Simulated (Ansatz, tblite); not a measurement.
Dissociation curve of C₄H₁₂GeO₄, SMILES C[O][Ge]([O]C)([O]C)[O]C. The O1–C18 bond (O1 also carries Ge; C18 carries H, H, H) is pulled apart rigidly from the PBE0/def2-SVP optimised geometry.

GFN2-xTB, 300 K electronic temperature (tblite); UKS-PBE0 = unrestricted PBE0/def2-SVP in Ansatz (a program for electronic structure).

Energies relative to the lowest point of each curve near equilibrium, in eV:

| R / Å | GFN2-xTB |
|---|---|
| 1.22 | 0.893 |
| 1.33 | 0.138 |
| 1.38 | 0.021 |
| 1.41 | 0.000 |
| 1.44 | 0.008 |
| 1.50 | 0.098 |
| 1.58 | 0.328 |
| 1.71 | 0.869 |
| 1.87 | 1.659 |
| 2.06 | 2.600 |
| 2.32 | 3.686 |
| 2.98 | 5.144 |

### Question
Estimate the UKS-PBE0 values at these points.

### Answer
1.22: 0.959; 1.33: 0.131; 1.38: 0.015; 1.41: 0.000; 1.44: 0.018; 1.50: 0.132; 1.58: 0.398; 1.71: 0.985; 1.87: 1.798; 2.06: 2.734; 2.32: 3.743; 2.98: 4.540 (eV).

The unrestricted determinant behind UKS-PBE0 is spin-contaminated at 2.32 to 4.05 Å (<S²> up to 1.0, against 0.00 for a pure singlet).
